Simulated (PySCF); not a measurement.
# Optical rotation: `C=C[C@@H](F)[C@@H]1O[C@@H]1F`, C5H6F2O

Geometry (Å), atoms numbered from 1 in this order:
```xyz
14

C    -2.043    1.226    0.008
C    -1.080    0.444    0.455
C    -0.430   -0.644   -0.354
F    -1.054   -0.792   -1.573
C     1.034   -0.323   -0.610
O     1.979   -1.365   -0.500
C     2.017   -0.406    0.469
F     1.595   -0.776    1.702
H    -2.431    1.123   -0.991
H    -2.484    1.988    0.626
H    -0.687    0.531    1.458
H    -0.510   -1.612    0.159
H     1.204    0.372   -1.427
H     2.890    0.234    0.546
```

Method: TDDFT CAM-B3LYP/def2-SVPD circular dichroism and optical rotation, one conformer, gas phase (PySCF). Geometry: GFN2-xTB.

The molecule is flexible and this is one conformer; a measurement averages over conformers. States above about 9.4 eV (minus the energy of the highest occupied orbital) lie near or above the ionisation threshold and depend on the basis.

Stereocentres: C3 R, C5 S, C7 R.

Q: What is the specific rotation at 633, 589.3, 546, 436, 405, 365, 355 nm?

A: [α] in deg dm⁻¹ (g/mL)⁻¹:
```csv
λ (nm),origin-invariant length gauge,modified velocity gauge,length gauge (centre of mass),isotropic polarisability (au)
633,+212.8,+213.3,+213.9,64.3
589.3,+249.7,+250.2,+250.9,64.5
546,+296.9,+297.5,+298.4,64.8
436,+506.8,+507.6,+509.4,65.9
405,+610.5,+611.3,+613.5,66.5
365,+803.9,+804.6,+807.8,67.4
355,+867.8,+868.5,+872.0,67.7
```

Q: And for the mirror image at 589.3 nm?

A: -249.7 deg dm⁻¹ (g/mL)⁻¹ (origin-invariant length gauge): the same size and the opposite sign.

Q: What is the molar rotation [Φ] = [α]·M/100 of the geometry above at 589.3 nm?

A: With M = 120.10 g/mol, +299.8 deg cm² dmol⁻¹ (origin-invariant length gauge).

The first excitation lies at 7.60 eV (163 nm) with R = +89.4 × 10⁻⁴⁰ esu² cm² (velocity form).
